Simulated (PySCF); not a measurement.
Bond length, frequency and bond energy of PtC by level of theory

State: ¹Σ⁺ (singlet), closed shell. Set-up: Pt def2-TZVPP with ECP60, C def2-TZVPP; scalar-relativistic core potentials (PySCF 2.14). De refers to Pt (5d9 6s1) + C in their high-spin ground configurations, without counterpoise correction. A positive dipole means Pt(−)C(+).

```tsv
Level	Re (Å)	ωe (cm⁻¹)	De (eV)	μ (D)	CPU s a point (SCF and correlation, without the integrals)
RHF	1.665	1016	n/a	-1.94	0.44
RHF-MP2	1.635	1319	n/a	n/a	0.67
RHF-SCS-MP2	1.639	1286	n/a	n/a	n/a
RHF-CCSD	1.664	1098	5.76	n/a	n/a
RHF-CCSD(T)	1.678	1064	6.49	n/a	15
PBE	1.678	1066	7.09	-1.01	1.1
PBEsol	1.670	1089	7.60	-0.98	0.84
BLYP	1.689	1037	6.70	-0.94	0.6
r²SCAN	1.669	1091	6.54	-1.16	1.6
M06-L	1.673	1057	6.50	-1.12	1.6
PBE0	1.662	1100	6.06	-1.25	2.3
r²SCAN0	1.656	1115	5.68	-1.32	1.6
ωB97X-V	1.658	1108	5.74	-1.54	5.4
```

The bond length runs from 1.635 Å (RHF-MP2) to 1.689 Å (BLYP). De spans 5.68 eV (r²SCAN0, hybrid meta-GGA) to 7.60 eV (PBEsol, GGA).

Correlated steps freeze 1 core orbital. The metal atom is held in its measured ground configuration; semilocal functionals can put another filling of s and d lower by some tenths of an eV, and De to that atom would be smaller. Spin–orbit coupling is left out, which matters for elements this heavy, above all for dissociation energies. Where the molecule has an RHF reference, its open-shell atoms are computed with UHF. The CCSD T1 diagnostic is raised, a sign that a single reference may not be enough here.

The whole job (state search and all levels along the bond) took about 6.9 min on 1 thread of Intel Xeon Platinum 8488C (shared host), peak memory 2.4 GiB.
